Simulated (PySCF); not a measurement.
Excitation energy of I by level of theory

I [Kr] 4d10 5s2 5p5 (2P) → I [Kr] 4d10 5s1 5p5 6s1 (4P), as a difference of total energies. Computed with PySCF 2.14 in aug-cc-pVTZ-DK3, with the spin-free X2C one-electron Hamiltonian (Gaussian nucleus). Correlated levels: valence: [Kr] 4d10 frozen. The calculations carry no spin-orbit coupling.

```tsv
method	excitation energy (eV)
UHF	18.535
LDA	17.987
PBE	17.750
PBE0	18.172
r2SCAN	18.104
TPSSh	18.131
r2SCANh	18.209
M06-L	18.122
B3LYP	18.179
MP2 (valence)	17.294
SCS-MP2 (valence)	17.154
```

Task: How much does correlation contribute at MP2 (valence)?

Result: 17.294 − (18.535) = -1.241 eV, measured against UHF.

A first-order spin-orbit estimate (lowest level to lowest level, LS coupling) adds -0.052 eV.

The upper state lies above the first ionisation limit, where it may autoionise and the basis confines it. A Rydberg-like electron needs more diffuse functions than a valence basis has.

The promoted electron is Rydberg-like, and one or two diffuse shells describe it only roughly, which tends to raise the upper state.
